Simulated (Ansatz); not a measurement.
`[AlH2][Se][SiH3]` + `O=C(O)O` → `O=C(O)O[SiH3]` + `[AlH2][SeH]` at 500 K and 1 bar (ligand exchange at the Si–Se bond).

Gas-phase electronic energies from Ansatz, PBE0-D4/def2-TZVP geometries. CCSD(T)/CBS adds triple-zeta CCSD(T) − MP2 to the extrapolated MP2 energy (def2 sets, frozen cores). For Se outer-core shells are correlated without core-valence functions, which leaves a few kJ/mol of doubt a bond. Scalar relativity is left out up to krypton. Each species was taken in one conformer, which may not be the lowest.

```csv
species,CCSD(T)/CBS energy (Eh),H − E (kJ/mol),S (J/(mol·K))
`[AlH2][Se][SiH3]`,-2934.85173,147.2,401.9
`O=C(O)O`,-264.79774,131.5,298.0
`O=C(O)O[SiH3]`,-555.10886,185.3,377.5
`[AlH2][SeH]`,-2644.54675,84.4,318.1
```

H − E and S are ideal-gas, rigid-rotor, harmonic terms from PBE0-D4/def2-TZVP, for one conformer and one mirror image of each species. 1 Eh = 2625.50 kJ/mol, R = 8.31446 J/(mol·K).

Task: By hand: ΔE, ΔH, ΔS and ΔG.

Result: ΔE = (-555.10886) + (-2644.54675) − (-2934.85173) − (-264.79774) = -0.00614 Eh = -16.1 kJ/mol. Δ(H − E) = 185.3 + 84.4 − 147.2 − 131.5 = -9.0, so ΔH = -25.1 kJ/mol. ΔS = 377.5 + 318.1 − 401.9 − 298.0 = -4.3 J/(mol·K). ΔG = -25.1 − 500 × (-4.3)/1000 = -23.0 kJ/mol.

Task: By hand: the equilibrium constant, and the temperature at which ΔG would vanish if ΔH and ΔS stayed fixed.

Result: log₁₀ K = −ΔG/(RT ln 10) = 2.4. ΔG = 0 at ΔH/ΔS = 5837 K, far beyond where these terms or the molecules hold.

The number of gas molecules stays the same, so ΔS is small and ΔH decides. A doubt of 5 kJ/mol in ΔE shifts log₁₀ K by 0.5 here. Other conformers and mirror images would add mixing entropy, several J/(mol·K) or more a flexible species. These are equilibria of isolated gas molecules and say nothing of rates. Largest T1 diagnostic: 0.014 (customary marks: 0.02 for closed shells, 0.045 for open ones).
